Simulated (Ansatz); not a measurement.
Ansatz (a first-principles code) job for B3H5N3, SMILES B1[N]BNBN1 (connectivity only; charge and spin as stated), charge -1, multiplicity 1, PBE/def2-SVPD. Geometry optimised at PBE0-D3(BJ)/def2-SVPD. The multiplicity is an assumed one; no other spin state was optimised. The isomer is the one that the SMILES or the coordinates give; other isomers of the formula were not compared.

Ansatz 0.2 input:
```yaml
crystal:
  periodic: [false, false, false]
  atoms:
    - {symbol: B, position_ang: [0.00000000, 1.19176992, -0.80515350]}
    - {symbol: N, position_ang: [0.00000000, -0.00000003, -1.52568225]}
    - {symbol: B, position_ang: [0.00000000, -1.19176995, -0.80515346]}
    - {symbol: N, position_ang: [0.00000000, -1.21152269, 0.66942652]}
    - {symbol: B, position_ang: [0.00000000, 0.00000002, 1.41075555]}
    - {symbol: N, position_ang: [0.00000000, 1.21152272, 0.66942648]}
    - {symbol: H, position_ang: [0.00000000, 2.31962673, -1.31872492]}
    - {symbol: H, position_ang: [0.00000000, -2.31962678, -1.31872484]}
    - {symbol: H, position_ang: [0.00000000, -2.09706645, 1.15462410]}
    - {symbol: H, position_ang: [0.00000000, 0.00000004, 2.63376345]}
    - {symbol: H, position_ang: [0.00000000, 2.09706648, 1.15462402]}
basis:
  gaussian:
    orbitals: def2-SVPD
hamiltonian:
  xc: {name: PBE}
total_charge: -1
```

Output:

```
WARN ansatz: RAYON_NUM_THREADS=1 ignored (pool sized by the plan → 1); use --threads N
Functional definition: PBE
integrals: 0.08 GiB planned
1322 factors; their error is unknown
mean field: 0.64 GiB planned
mean field evaluation 1: about -6564.4161 eV, gradient 6.4e1 eV
mean field evaluation 2: about -6477.0849 eV, gradient 1.6e2 eV
mean field evaluation 4: about -6573.0490 eV, gradient 1.5e1 eV
mean field evaluation 8: about -6573.6027 eV, gradient 1.3e-1 eV
mean field evaluation 16: about -6573.5586 eV, gradient 1.0e-4 eV
mean field -6573.55864431 eV, -241.5738244604 hartree, gradient 1.9e-5 eV, S^2 0.000000; 0 other end points of the search recorded, 0 dependent functions left out
reference -6573.55869541 eV, -241.5738263383 hartree; 21, 21 occupied and 139, 139 virtual orbitals, 1322 factors
Total energy: -6573.55869541 eV, -241.5738263383 hartree
```

Self-consistency was reached.
